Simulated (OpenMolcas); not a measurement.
Cr2+ with 6 ligands (chloride) in octahedral coordination (Oh). A charge of +0.667 e stands 2.4 Å behind each ligand. Ligand basis ANO-RCC-VDZP.

* Program: OpenMolcas
* Method: SS-CASPT2, IPEA 0.25 Eh, imaginary shift 0.1 Eh (closed shells correlated: 3s 3p and the ligand valence shells)
* Basis: ANO-RCC-VTZP [6s5p3d2f1g]
* Scalar Hamiltonian: DKH2, point nucleus
* Active space: 4 electrons in 5 orbitals (3d)
* State averaging: 2S+1 = 5 even, 5 roots; 2S+1 = 3 even, 45 roots; 2S+1 = 1 even, 50 roots
* Spin-orbit coupling: state interaction with AMFI integrals over the reference wave functions

All ligands move together. At R = 2.56 Å the first state of the same spin is 5400 cm-1, and at R = 2.71 Å it is 3640 cm-1.

Question: A third run gives 6430 cm-1. What distance was it run at?

Answer: With a power law R^-n the two known points give n = -ln(3640 / 5400) / ln(2.71 / 2.56) = 6.93. Then R = 2.56 × (5400 / 6430)^(1/6.93) = 2.496 Å. The run was at 2.49 Å, so the estimate is off by +0.006 Å.

Roots that are degenerate in the reference are averaged as groups; the widest CASPT2 spread within a group is 190 cm-1 (the 3-fold group of multiplicity 1 near 23600 cm-1 above the lowest state of its run, R = 2.49). Shifts and gaps below about the spread of the groups concerned are not significant. Over all roots computed the reference weight is 0.65 to 0.67 in R = 2.49, 0.66 to 0.68 in R = 2.56, 0.66 to 0.68 in R = 2.71; a low but even weight reflects the number of correlated electrons. An orbital doublet at a regular site is open to a Jahn-Teller distortion, which this geometry leaves out. Ligand-to-metal charge-transfer states are missing. These CASPT2 states fit no ligand-field parameters well, so their order and spin gaps are uncertain. With no ligand orbital active B as a rule stays too high, so bands that hang on it stand too high and its fall with covalency is understated. With one d shell and no ligand orbital active, 10Dq can be off by tens of per cent for divalent 3d ions, low with halides held by bare charges and at times high in hosts. Free-ion shares, where given, are those of the reference states; single-state CASPT2 does not remix them. No measured value stands beside these numbers; the geometry was imposed, not optimised, and the real ion may take another.
